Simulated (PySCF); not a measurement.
# Reading the logs of faulty runs: AlBFH2 cation

Calculated results; nothing here was measured. The program is PySCF 2.14.0, an open-source quantum chemistry code, run on an isolated molecule that a program drew, which may never have been made. The molecule is AlBFH2 cation (charge +1, singlet), drawn as the SMILES string `F[BH][AlH+]`.

Each row is a Hartree-Fock (HF) and frozen-core CCSD(T) single point in the cc-pV(D+d)Z basis, meant for a local HF minimum. Run 1 is clean. Each other run has one planted mistake out of seven kinds, and not every kind appears here: one electron removed, one electron added, multiplicity raised by two, geometry at a saddle point, minimal basis STO-3G, one bond length entered in bohr, all coordinates scaled. The reference is restricted for singlets and unrestricted otherwise, and also for a bond in bohr. Adding or removing an electron swaps singlet and doublet. Electrons count all cores. HOMO and LUMO are orbital energies over both spins, the gradient is its largest component, and the lowest frequency (negative if imaginary) is given only where the gradient is small. Bond lengths are over the 4 bonds as drawn. T1 is the CCSD diagnostic: over 0.02 (restricted) or 0.045 (unrestricted) a single reference is doubtful.

Geometry of the clean run:
```xyz
5
AlBFH2 cation, angstrom
F     0.4883    1.1771    2.5800
B     0.5554    2.0790    1.6455
Al   -0.0289    1.3485   -0.3616
H     0.8980    3.2005    1.8341
H    -0.4352    0.8486   -1.7729
```

```
run  electrons  basis functions  <S^2>  HOMO (eV)  LUMO (eV)  gradient (hartree/bohr)  lowest frequency (cm^-1)  mean bond (Å)  longest bond (Å)      T1  HF (hartree)  CCSD(T) (hartree)               mistake
  1         28               61  0.000     -16.64      -5.44                  1.2e-05                       226         1.5635             2.214  0.0175    -366.95898         -367.30000              no fault
  2         28               21  0.000     -14.56      -0.25                  3.1e-02                         -         1.5635             2.214  0.0226    -362.44733         -362.56965  minimal basis STO-3G
  3         27               61  0.806     -25.64     -15.01                  1.1e-01                         -         1.5635             2.214  0.0294    -366.37874         -366.70467                     ?
  4         29               61  0.782      -6.25       0.62                  5.1e-02                         -         1.5635             2.214  0.0233    -367.17325         -367.52911                     ?
```

**Which mistake was planted in run 3, and what did it cost?**

It counts 27 electrons, one fewer than the clean run, at the same geometry and basis. So the mistake is: one electron removed. Subtracting run 1 and multiplying by 627.51 kcal/mol a hartree, the energy moved by 364.1 kcal/mol in HF and 373.6 kcal/mol in CCSD(T).

**Which mistake was planted in run 4, and what did it cost?**

It counts 29 electrons, one more than the clean run, at the same geometry and basis. So the mistake is: one electron added. Subtracting run 1 and multiplying by 627.51 kcal/mol a hartree, the energy moved by -134.5 kcal/mol in HF and -143.8 kcal/mol in CCSD(T).

Cautions from the logs. Run 2: T1 is over the limit, so its CCSD(T) energy is less reliable.
